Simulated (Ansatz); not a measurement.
Total energies of GaH6NOSi, SMILES `N[SiH](O)[GaH2]`.

```xyz
10

N     1.6314    0.2145    0.1018
Si    0.1111   -0.5145   -0.2149
O    -0.4752   -0.3893   -1.7644
Ga   -1.5770    0.5957    1.0944
H     2.5005   -0.2781   -0.0233
H     1.7601    1.2127    0.0791
H     0.3576   -1.9563    0.0833
H    -0.0281   -0.8847   -2.4536
H    -1.6109    2.1719    1.1690
H    -2.6696   -0.1719    1.9287
```

Total charge 0; spin multiplicity 1. Correlated methods include outer-core shells of Ga, which these sets cover unevenly. Scalar relativity is left out up to krypton. All single points use the PBE0-D4/def2-TZVP geometry. It is one conformer, not always the lowest. Basis def2-TZVPP, Ansatz.

RPA on PBE orbitals: Hartree–Fock energy of these orbitals -2345.05493 Eh, correlation -1.31202 Eh (frozen core).

| functional | energy without D4 (Eh) | D4 term (kJ/mol) |
| --- | --- | --- |
| LDA (SPW92) | -2342.85057 | – |
| PBE | -2347.46522 | -20.4 |
| revPBE | -2347.81493 | -55.9 |
| BLYP | -2348.09113 | -44.1 |
| r2SCAN | -2347.95681 | -4.8 |
| B97M-V | -2347.59028 | – |
| PBE0 | -2347.53989 | -17.4 |
| B3LYP | -2348.14119 | -33.2 |
| r2SCANh | -2347.93690 | -5.2 |
| r2SCAN0 | -2347.90860 | -5.8 |
| HSE06 (plane-wave form) | -2347.52605 | -16.4 |
| BHLYP | -2347.96782 | -27.9 |
| CAM-B3LYP | -2348.14124 | -17.9 |
| LC-ωPBE | -2347.64926 | – |
| ωB97X-V | -2347.79685 | – |
| ωB97M-V | -2347.88478 | – |
| B2PLYP | -2347.48326 | – |
| PBE-QIDH | -2347.10238 | – |

B3LYP takes the VWN-RPA correlation (the form of Gaussian; ORCA's B3LYP/G). HSE06 is the plane-wave form, built on full-range PBE exchange. The double hybrids freeze the cores in their second-order part.

LC-ωPBE has ω = 0.4 bohr⁻¹.
